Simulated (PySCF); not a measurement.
Species: C₄H₂Cl₂F (doublet state).
Z-matrix (Å and degrees, GFN2-xTB geometry), rows numbered from 1:
```
F 
C   1  1.3659
Cl  2  1.7754  1  108.59
C   2  1.4576  1  121.18  3   148.85
C   4  1.3609  2   63.20  1   107.25
C   5  1.3574  2  145.83  4   179.91
Cl  6  1.6970  5  121.43  2   178.59
H   4  1.0605  2  146.76  5  -179.90
H   6  1.0774  5  122.61  2    -1.29
```

The hyperfine couplings belong to this conformer and change with its torsions.

As a line formula: `F[C@@]1(Cl)C=C1[CH]Cl` [radical].

The calculation used UKS B3LYP, pcH-1 on C Cl F H, non-relativistic, mean-field spin-orbit, GIAO (PySCF 2.14.0). One conformer (not necessarily the lowest) at the GFN2-xTB geometry, without solvent, vibrations or thermal averaging. Couplings are sensitive to structure, and on GFN2-xTB geometries they can be far from those on DFT ones. Stability of the SCF solution: not tested.

Q: What is the g tensor, term by term?

A: 
```tsv
Δg (ppt)	1	2	3
relativistic mass correction	-0.18	-0.18	-0.18
gauge correction	0.00	0.04	0.04
orbital Zeeman/spin–orbit	0.73	5.40	5.74
total	0.55	5.26	5.60
```

So g = 2.00287, 2.00758, 2.00792 and g_iso = 2.00613; the tensor is close to axial: the two nearest values differ by 7 % of g3 − g1. Axes: g2 points within 15° of the C2–C5 bond and g3 points within 15° of the C6–H9 bond.

Q: What are the electron Larmor frequencies g μB B/h along the three axes at 3350 mT?

A: 93.9095, 94.1303, 94.1464 GHz for g1, g2 and g3, a range of 236.9 MHz.

Q: How much does each term add to the isotropic shift?

A: The orbital-Zeeman/spin–orbit term 3.95, the mass correction -0.18 and the gauge correction 0.03 ppt, for a total of 3.81 ppt. The orbital-Zeeman/spin–orbit term is the largest in size. The mass correction is the same along every axis, so the anisotropy comes from the other two: their spans along these axes are 0.04 (gauge) and 5.01 ppt (orbital Zeeman/spin–orbit).

Q: At 9.567 GHz, how far is the centre of the isotropic spectrum from where a free electron (g = 2.002319) resonates?

A: B = hν/(g μB) with μB/h = 13.99624 MHz/mT gives 341.37 mT for the free electron and 340.73 mT at g_iso, 0.65 mT lower.

Q: In a frozen sample, at which fields do the three g values resonate at 9.5, 34, 94 and 263 GHz (hyperfine left aside), and which band first spreads them over more than twice a line width of 1.0 mT?

A: 
```
band    GHz  B(g3) mT  B(g2) mT  B(g1) mT  spread mT
   X    9.5    338.04    338.10    338.89       0.85
   Q   34.0   1209.82   1210.02   1212.87       3.05
   W   94.0   3344.79   3345.36   3353.23       8.44
   J  263.0   9358.30   9359.90   9381.91      23.61
```

The spread grows in proportion to the frequency. Q band is the first where it exceeds 2.0 mT.

The largest Mulliken spin populations are on C6 (+0.63), C4 (+0.52), C5 (-0.20) and Cl7 (+0.09). The angles at C6 add up to 360.0°, so it is planar; its axial dipolar tensor and the negative coupling of its proton fit spin in a p orbital normal to that plane.

The HOMO–LUMO gaps are 6.46 eV among the α and 4.28 eV among the β orbitals.
